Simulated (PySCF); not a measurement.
SMILES C[S][GeH]([S]C)[S]C, GFN2-xTB optimised geometry.

```
17

Ge    -0.32    -1.03     0.00
S      1.92    -1.03     0.00
C      2.27     0.41     1.05
S     -1.14    -2.19    -1.73
C     -0.18    -1.41    -3.08
S     -1.07     1.10     0.00
C     -2.85     0.76    -0.06
H     -0.92    -1.73     1.25
H      2.00     0.19     2.08
H      3.34     0.58     0.98
H      1.73     1.28     0.69
H      0.88    -1.61    -2.94
H     -0.52    -1.88    -4.00
H     -0.38    -0.34    -3.11
H     -3.34     1.73    -0.10
H     -3.16     0.23     0.83
H     -3.09     0.19    -0.95
```

Density from CAM-B3LYP/def2-SVP in PySCF at that geometry.

Minimum of the electron density along straight lines between bonded atoms, close to the bond critical point (lines longer than 1.1 times the sum of covalent radii, or with two minima, are not listed):

| bond | length / Å | ρ at the minimum / e bohr⁻³ | ∇²ρ there / e bohr⁻⁵ | position (fraction from the first atom) |
|---|---|---|---|---|
| Ge1–S2 | 2.242 | 0.099 | ? | 0.45 |
| S2–C3 | 1.824 | 0.176 | -0.31 | 0.54 |
| Ge1–S4 | 2.237 | 0.100 | 0.03 | 0.45 |
| S4–C5 | 1.827 | 0.176 | -0.31 | 0.54 |
| Ge1–S6 | 2.262 | 0.096 | 0.03 | 0.45 |
| S6–C7 | 1.820 | 0.177 | -0.31 | 0.54 |
| Ge1–H8 | 1.549 | ? | ? | 0.59 |
| C3–H9 | 1.085 | 0.282 | -1.09 | 0.64 |
| C3–H10 | 1.085 | 0.280 | -1.08 | 0.64 |
| C3–H11 | 1.085 | 0.281 | -1.09 | 0.65 |
| C5–H12 | 1.086 | 0.281 | -1.09 | 0.65 |
| C5–H13 | 1.084 | 0.281 | -1.08 | 0.64 |
| C5–H14 | 1.087 | 0.280 | -1.08 | 0.64 |
| C7–H15 | 1.085 | 0.280 | -1.08 | 0.64 |
| C7–H16 | 1.086 | 0.280 | -1.07 | 0.64 |
| C7–H17 | 1.086 | 0.281 | -1.09 | 0.65 |

Question: Fill in the missing entries.

Answer: 
- Ge1–S2, ∇²ρ there / e bohr⁻⁵: 0.02
- Ge1–H8, ρ at the minimum / e bohr⁻³: 0.132
- Ge1–H8, ∇²ρ there / e bohr⁻⁵: 0.01
